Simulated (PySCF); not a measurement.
Cl3Fe, SMILES [Fe-]([Cl])([Cl])[Cl] (connectivity only; charge and spin as stated), charge -1, multiplicity 5. Atoms are numbered in the order given.

```xyz
4

Fe     0.0000     0.0000     0.0000
Cl     2.2600     0.0000     0.0000
Cl    -1.1300     1.9573     0.0000
Cl    -1.1300    -1.9573     0.0000
```
Charge -1, spin multiplicity 5.

The structure is a stationary point at PBE0-D3(BJ)/def2-SVPD. The spin state was assumed, not searched.

Level of theory: PBE/def2-TZVPD (PySCF).

Gas-phase values at a fixed geometry.

Computed frontier levels, dipole moment and polarisability:
```
Property                                                            Result
------------------------------------------------  ------------------------
α spin, highest occupied and lowest empty level          -1.96 and 2.69 eV
β spin, highest occupied and lowest empty level          -0.59 and 0.51 eV
dipole moment about the centre of nuclear charge                    0.00 D
mean static polarisability                           95.6 bohr³ (14.16 Å³)
polarisability, principal values                  71.9, 107.4, 107.4 bohr³
⟨S²⟩                                               6.015 (pure state 6.00)
```
